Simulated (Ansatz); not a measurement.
A first, cheap relaxation of `[NH2][Ta]([F])(=[S])[Cl]`.

```yaml
crystal:
  periodic: [false, false, false]
  atoms:
    - {symbol: N, position_ang: [-1.460000, -0.013700, 0.127100]}
    - {symbol: Ta, position_ang: [0.650200, -0.322600, -0.079600]}
    - {symbol: F, position_ang: [0.953300, -1.984100, -1.337600]}
    - {symbol: S, position_ang: [1.563200, -0.682100, 1.844900]}
    - {symbol: Cl, position_ang: [1.742400, 1.702900, -1.102400]}
    - {symbol: H, position_ang: [-1.662800, 0.447100, 1.066400]}
    - {symbol: H, position_ang: [-1.725100, 0.784500, -0.564400]}
basis:
  gaussian: {orbitals: def2-SVP}
hamiltonian: {xc: pbe, dispersion: d4}
relax: {f_tol: 0.03, max_steps: 200}
```

```sh
$ ansatz run in.yaml --threads 4 --pin off --events-out ev --progress --plain --max-ram 10444MiB
```

Shortened log:

```
Functional definition: PBE
mean field -29130.76145393 eV, -1070.5357378927 hartree, gradient 1.9e-5 eV, S^2 0.000000; 0 other end points of the search recorded, 0 dependent functions left out
relax step   1: F+E_penalty+E_count = -29130.95261137 eV  Δ(F+E_penalty+E_count) = +0.000e0 eV  max|allowed force component| = 3.561e0 eV/Å  Δτ_max = 0.0000 Å  (32 SCF iters, accepted)
mean field -29131.93189450 eV, -1070.5787507900 hartree, gradient 8.9e-6 eV, S^2 0.000000; 0 other end points of the search recorded, 0 dependent functions left out
relax step   2: F+E_penalty+E_count = -29132.13970789 eV  Δ(F+E_penalty+E_count) = -1.187e0 eV  max|allowed force component| = 2.140e0 eV/Å  Δτ_max = 0.1949 Å  (36 SCF iters, accepted)
mean field -29132.07102738 eV, -1070.5838638291 hartree, gradient 2.0e-5 eV, S^2 0.000000; 0 other end points of the search recorded, 0 dependent functions left out
relax step   3: F+E_penalty+E_count = -29132.27793322 eV  Δ(F+E_penalty+E_count) = -1.382e-1 eV  max|allowed force component| = 1.448e0 eV/Å  Δτ_max = 0.1751 Å  (37 SCF iters, accepted)
mean field -29132.17042086 eV, -1070.5875164722 hartree, gradient 1.4e-5 eV, S^2 0.000000; 0 other end points of the search recorded, 0 dependent functions left out
relax step   4: F+E_penalty+E_count = -29132.37702399 eV  Δ(F+E_penalty+E_count) = -9.909e-2 eV  max|allowed force component| = 3.387e-1 eV/Å  Δτ_max = 0.1992 Å  (38 SCF iters, accepted)
mean field -29132.18093150 eV, -1070.5879027313 hartree, gradient 1.0e-5 eV, S^2 0.000000; 0 other end points of the search recorded, 0 dependent functions left out
relax step   5: F+E_penalty+E_count = -29132.38762517 eV  Δ(F+E_penalty+E_count) = -1.060e-2 eV  max|allowed force component| = 2.477e-1 eV/Å  Δτ_max = 0.0901 Å  (39 SCF iters, accepted)
mean field -29132.19548659 eV, -1070.5884376207 hartree, gradient 1.0e-5 eV, S^2 0.000000; 0 other end points of the search recorded, 0 dependent functions left out
relax step   6: F+E_penalty+E_count = -29132.40257661 eV  Δ(F+E_penalty+E_count) = -1.495e-2 eV  max|allowed force component| = 2.438e-1 eV/Å  Δτ_max = 0.0635 Å  (32 SCF iters, accepted)
mean field -29132.19746125 eV, -1070.5885101884 hartree, gradient 1.3e-5 eV, S^2 0.000000; 0 other end points of the search recorded, 0 dependent functions left out
relax step   7: F+E_penalty+E_count = -29132.40469285 eV  Δ(F+E_penalty+E_count) = -2.116e-3 eV  max|allowed force component| = 1.028e-1 eV/Å  Δτ_max = 0.0211 Å  (33 SCF iters, accepted)
mean field -29132.19763919 eV, -1070.5885167273 hartree, gradient 1.1e-5 eV, S^2 0.000000; 0 other end points of the search recorded, 0 dependent functions left out
relax step   8: F+E_penalty+E_count = -29132.40483615 eV  Δ(F+E_penalty+E_count) = -1.433e-4 eV  max|allowed force component| = 5.848e-2 eV/Å  Δτ_max = 0.0220 Å  (32 SCF iters, accepted)
mean field -29132.19793680 eV, -1070.5885276645 hartree, gradient 1.1e-5 eV, S^2 0.000000; 0 other end points of the search recorded, 0 dependent functions left out
relax step   9: F+E_penalty+E_count = -29132.40521209 eV  Δ(F+E_penalty+E_count) = -3.759e-4 eV  max|allowed force component| = 1.436e-2 eV/Å  Δτ_max = 0.0108 Å  (33 SCF iters, accepted)
mean field -29132.19793680 eV, -1070.5885276645 hartree, gradient 1.2e-5 eV, S^2 0.000000; 1 other end points of the search recorded, 0 dependent functions left out
Total energy: -29132.40527152 eV, -1070.5961470747 hartree
Atom 0 at    -1.180593     0.252260     0.165447 Å, force    -0.014358     0.004877     0.004589 eV/Å
Atom 1 at     0.689214    -0.236863    -0.153703 Å, force     0.003499     0.002273    -0.005449 eV/Å
Atom 2 at     0.768076    -1.763799    -1.268913 Å, force     0.000173     0.000027    -0.000446 eV/Å
Atom 3 at     1.459890    -0.681370     1.828399 Å, force     0.000869    -0.001924     0.005985 eV/Å
Atom 4 at     1.817175     1.568582    -1.077948 Å, force    -0.002012    -0.001779    -0.000015 eV/Å
Atom 5 at    -1.667964     0.312772     1.064926 Å, force     0.008399    -0.002284    -0.001296 eV/Å
Atom 6 at    -1.824599     0.480418    -0.603808 Å, force     0.003430    -0.001190    -0.003367 eV/Å
Dipole moment:    -0.724572     0.214128    -0.182280 e Å
```

It took 5 s on 4 threads of an AMD EPYC 9R45 on a shared host, with 0.22 GiB of host memory at the peak.
